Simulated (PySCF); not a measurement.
C7H12Si.
Numbering: `[CH2:1]=[CH:2][CH2:3][SiH:4]1[CH2:5][CH:6]=[CH:7][CH2:8]1` (hydrogens: H9, H10 on C1; H11 on C2; H12, H13 on C3; H14 on Si4; H15, H16 on C5; H17 on C6; H18 on C7; H19, H20 on C8)

Computed with PySCF, PBE0-D3(BJ)/def2-SVP geometry optimisation, gas phase.

Task: What internal coordinates does the optimisation give?

Result: 
```csv
bond,length (pm),order
C1=C2,133.7,double
C2–C3,149.1,single
C3–Si4,189.7,single
"Si4–C5, Si4–C8",189.9,single
"C5–C6, C7–C8",150.7,single
C6=C7,134.2,double
C1–H9,109.5,single
C1–H10,109.3,single
C2–H11,109.8,single
"C3–H12, C3–H13",110.3,single
Si4–H14,149.7,single
"C5–H15, C8–H20",110.5,single
"C5–H16, C8–H19",110.4,single
"C6–H17, C7–H18",109.6,single
```

Bonds in one row agree within 1 pm and their mean is given. Orders are formal, as drawn. A selection of angles:
```csv
angle,degrees
C2–C1–H9,121.4
C2–C1–H10,121.4
H9–C1–H10,117.1
C1–C2–C3,125.7
C1–C2–H11,118.3
C3–C2–H11,115.9
C2–C3–Si4,111.4
C2–C3–H12,111.3
Si4–C3–H12,108.1
H12–C3–H13,107.6
C3–Si4–C5,110.9
C3–Si4–H14,109.2
C5–Si4–C8,95.7
C5–Si4–H14,114.5
Si4–C5–C6,101.9
Si4–C5–H15,112.8
Si4–C5–H16,112.6
C6–C5–H15,111.4
C6–C5–H16,112.5
H15–C5–H16,106.0
C5–C6–C7,119.3
C5–C6–H17,120.0
C7–C6–H17,120.7
C7–C8–H19,112.0
```

Torsions: C1–C2–C3–Si4 102° (anticlinal); C2–C3–Si4–C5 -68° (synclinal); C3–Si4–C5–C6 -103° (anticlinal); Si4–C5–C6–C7 -10° (synperiplanar); C5–C6–C7–C8 0° (synperiplanar); C6–C7–C8–Si4 10° (synperiplanar); C3–Si4–C8–C7 102° (anticlinal). The mirror-image conformer, all signs reversed, is as good.

Si4 (SiH silicon) has angles from 95.7° to 114.5°. The 5-membered ring Si4–C5–C6–C7–C8 has internal angles of 95.7° to 119.3° (sum 538°, against 540° for a flat polygon); it is puckered, 0.08 Å rms from its mean plane, widest ring torsion 13°. The C–C distances run from 1.337 Å (C1=C2, drawn double) to 1.508 Å (C7–C8, drawn single), a spread of 0.171 Å.

Point group: C1 (no symmetry element, even within 0.4 Å). No frequency check. One conformer, not necessarily the lowest.

On one thread, Arm Neoverse V1 (aarch64), on a shared host, this took 3.4 min wall and 0.74 GiB of memory at its peak. This is the geometry optimisation.
